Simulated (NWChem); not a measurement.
System: CHBF4O; SMILES FC(B(O)F)(F)F

NWChem printed, in part:

```
             Northwest Computational Chemistry Package (NWChem) 7.3.0
             --------------------------------------------------------

                             Geometry "geometry" -> ""
                             -------------------------

 Output coordinates in angstroms (scale by  1.889725989 to convert to a.u.)

  No.       Tag          Charge          X              Y              Z
 ---- ---------------- ---------- -------------- -------------- --------------
    1 B                    5.0000    -0.01272900     1.01139000     0.00000000
    2 C                    6.0000    -0.01715000    -0.60751000     0.00000000
    3 F                    9.0000    -0.62879600    -1.11893300    -1.09426500
    4 F                    9.0000    -0.62879600    -1.11893300     1.09426500
    5 F                    9.0000     1.27161900    -1.08039700     0.00000000
    6 F                    9.0000    -1.16906700     1.66508100     0.00000000
    7 O                    8.0000     1.14892300     1.69277000     0.00000000
    8 H                    1.0000     1.91153700     1.08182900     0.00000000

 Effective nuclear repulsion energy (a.u.)     320.2372152764

                                 NWChem DFT Module
                                 -----------------

 Summary of "ao basis" -> "ao basis" (spherical)
 ------------------------------------------------------------------------------
       Tag                 Description            Shells   Functions and Types
 ---------------- ------------------------------  ------  ---------------------
 B                          def2-svp                 6       14   3s2p1d
 C                          def2-svp                 6       14   3s2p1d
 F                          def2-svp                 6       14   3s2p1d
 O                          def2-svp                 6       14   3s2p1d
 H                          def2-svp                 3        5   2s1p

            General Information
            -------------------
          SCF calculation type: DFT
          Wavefunction type:  closed shell.
          No. of atoms     :     8
          No. of electrons :    56
           Alpha electrons :    28
            Beta electrons :    28
          Charge           :     0
          Spin multiplicity:     1
          Use of symmetry is: off; symmetry adaption is: off
          Maximum number of iterations: 150
          AO basis - number of functions:   103
                     number of shells:    45
          Convergence on energy requested:  1.00D-06
          Convergence on density requested:  1.00D-05
          Convergence on gradient requested:  5.00D-04

              XC Information
              --------------
                         B3LYP Method XC Potential
                     Hartree-Fock (Exact) Exchange  0.200
                        Slater Exchange Functional  0.800 local
                    Becke 1988 Exchange Functional  0.720 non-local
              Lee-Yang-Parr Correlation Functional  0.810
                  VWN I RPA Correlation Functional  0.190 local

             Grid Information
             ----------------
          Grid used for XC integration:  medium
          Radial quadrature: Mura-Knowles
          Angular quadrature: Lebedev.
          Tag              B.-S. Rad. Rad. Pts. Rad. Cut. Ang. Pts.
          ---              ---------- --------- --------- ---------
          B                   0.85       49           7.0       434
          C                   0.70       49           8.0       434
          F                   0.50       49          10.0       434
          O                   0.60       49           8.0       434
          H                   0.35       45           8.0       434
          Grid pruning is: on
          Number of quadrature shells:   388
          Spatial weights used:  Erf1

      Superposition of Atomic Density Guess
      -------------------------------------

 Sum of atomic energies:        -534.48928354

      Non-variational initial energy
      ------------------------------

 Total energy =    -536.468729
 1-e energy   =   -1380.512939
 2-e energy   =     523.806994
 HOMO         =      -0.386927
 LUMO         =       0.058629

     ---------------------------------------------
      Total Density - Mulliken Population Analysis
     ---------------------------------------------

    Atom       Charge   Shell Charges
 -----------   ------   -------------------------------------------------------
    1 B    5     4.39   1.99  0.83  0.12  1.10  0.18  0.18
    2 C    6     4.78   1.99  0.85  0.22  1.23  0.37  0.12
    3 F    9     9.43   1.99  1.14  0.77  3.45  2.07  0.00
    4 F    9     9.43   1.99  1.14  0.77  3.45  2.07  0.00
    5 F    9     9.45   1.99  1.14  0.78  3.45  2.08  0.00
    6 F    9     9.36   1.99  1.15  0.72  3.50  2.00  0.00
    7 O    8     8.51   1.99  1.10  0.56  3.08  1.77  0.01
    8 H    1     0.64   0.51  0.07  0.06

   convergence    iter        energy       DeltaE   RMS-Dens  Diis-err
 ---------------- ----- ----------------- --------- --------- ---------
 d= 0,ls=0.0,diis     1   -537.6303784372 -8.58D+02  1.90D-02  2.10D+00
 d= 0,ls=0.0,diis     2   -537.3915527052  2.39D-01  1.07D-02  5.41D+00
 d= 0,ls=0.0,diis     3   -537.8637554932 -4.72D-01  1.40D-03  3.24D-02
 d= 0,ls=0.0,diis     4   -537.8656184297 -1.86D-03  5.52D-04  9.64D-03
 d= 0,ls=0.0,diis     5   -537.8663504665 -7.32D-04  1.76D-04  1.46D-03
  Resetting Diis
 d= 0,ls=0.0,diis     6   -537.8664746556 -1.24D-04  3.48D-05  3.03D-05
 d= 0,ls=0.0,diis     7   -537.8664775323 -2.88D-06  1.42D-05  1.52D-06
 d= 0,ls=0.0,diis     8   -537.8664774223  1.10D-07  7.83D-06  3.00D-06

         Total DFT energy =     -537.866477422295
      One electron energy =    -1382.315125442674
           Coulomb energy =      584.576219493640
    Exchange-Corr. energy =      -60.364786749667
 Nuclear repulsion energy =      320.237215276407

 Numeric. integr. density =       55.999994122962

                       DFT Final Molecular Orbital Analysis
                       ------------------------------------

 Vector   26  Occ=2.000000D+00  E=-4.209851D-01
              MO Center= -5.3D-02, -1.1D+00,  2.1D-08, r^2= 2.0D+00
   Bfn.  Coefficient  Atom+Function         Bfn.  Coefficient  Atom+Function
  ----- ------------  ---------------      ----- ------------  ---------------
    62      0.390482  5 F  pz                32      0.357947  3 F  px
    46     -0.357947  4 F  px                65     -0.263247  5 F  pz
    35     -0.239473  3 F  px                49      0.239473  4 F  px
    34     -0.217138  3 F  pz                48     -0.217138  4 F  pz
    37      0.144950  3 F  pz                51      0.144950  4 F  pz

 Vector   27  Occ=2.000000D+00  E=-3.936102D-01
              MO Center=  7.6D-01,  1.6D+00, -1.8D-10, r^2= 1.4D+00
   Bfn.  Coefficient  Atom+Function         Bfn.  Coefficient  Atom+Function
  ----- ------------  ---------------      ----- ------------  ---------------
    90      0.571286  7 O  pz                93      0.403634  7 O  pz
    76      0.263845  6 F  pz                79     -0.189792  6 F  pz
     6     -0.136021  1 B  pz                 9      0.053157  1 B  pz
    62      0.053285  5 F  pz                13     -0.047026  1 B  d  1
    33     -0.040472  3 F  py                47      0.040472  4 F  py

 Vector   28  Occ=2.000000D+00  E=-3.608743D-01
              MO Center=  3.3D-02,  1.1D-01,  2.1D-09, r^2= 2.9D+00
   Bfn.  Coefficient  Atom+Function         Bfn.  Coefficient  Atom+Function
  ----- ------------  ---------------      ----- ------------  ---------------
    19      0.317093  2 C  py                17      0.312934  2 C  s
     5      0.290046  1 B  py                33      0.274465  3 F  py
    47      0.274465  4 F  py                89      0.264802  7 O  py
    75     -0.226271  6 F  py                61      0.209571  5 F  py
    36     -0.184769  3 F  py                50     -0.184769  4 F  py

[...]

                     NWChem Electrostatic Potential Fit Module
                     -----------------------------------------

 Atom parameters

 Number of atoms is                                    8
 Number of basis functions is                        103

 Grid parameters

 Maximum number of grid points is                  34728
 Number of grid points is                          34727
 Grid range                                     0.300000 nm
 Grid spacing                                   0.020000 nm
 Probe radius                                   0.070000 nm
 Atom radius factor                             1.000000

 Atomic radii

    1    0.100000
    5    0.158000
    6    0.147000
    8    0.136000
    9    0.128000
 FASTESP  F
  using M.O. file = ./job.movecs

    Atom              Coordinates                           Charge

                                                  ESP

    1 B    -0.001273    0.101139    0.000000    0.492658
    2 C    -0.001715   -0.060751    0.000000    0.588184
    3 F    -0.062880   -0.111893   -0.109427   -0.227266
    4 F    -0.062880   -0.111893    0.109427   -0.227416
    5 F     0.127162   -0.108040    0.000000   -0.244098
    6 F    -0.116907    0.166508    0.000000   -0.243660
    7 O     0.114892    0.169277    0.000000   -0.501772
    8 H     0.191154    0.108183    0.000000    0.363370
                                            ------------
                                               -0.000000

 Dipole moment                                  0.691133

 Quadrupole moment Qxx                          5.069379
                   Qyy                         -9.567984
                   Qzz                          4.498605

 RMS deviation kJ/mol                           0.050255

 RRMS %                                        19.990009
```

Level: B3LYP/def2-SVP. All runs use the structure optimised with PBE-D3(BJ)/def2-SVP. B3LYP is NWChem's, with the RPA form of VWN correlation.

Reconstruct the input file.

This is not unique; one that fits is the input that was run:
```
start job
memory heap 200 mb stack 900 mb global 1100 mb
geometry units angstroms noautosym nocenter noautoz
  B     -0.012729     1.011390     0.000000
  C     -0.017150    -0.607510     0.000000
  F     -0.628796    -1.118933    -1.094265
  F     -0.628796    -1.118933     1.094265
  F      1.271619    -1.080397     0.000000
  F     -1.169067     1.665081     0.000000
  O      1.148923     1.692770     0.000000
  H      1.911537     1.081829     0.000000
end
basis spherical
  B library def2-svp
  C library def2-svp
  F library def2-svp
  O library def2-svp
  H library def2-svp
end
dft
  xc b3lyp
  iterations 150
  mulliken
end
task dft energy
esp
  recalculate
  probe 0.07
  range 0.3
  factor 1.0
  spacing 0.02
end
task esp
```
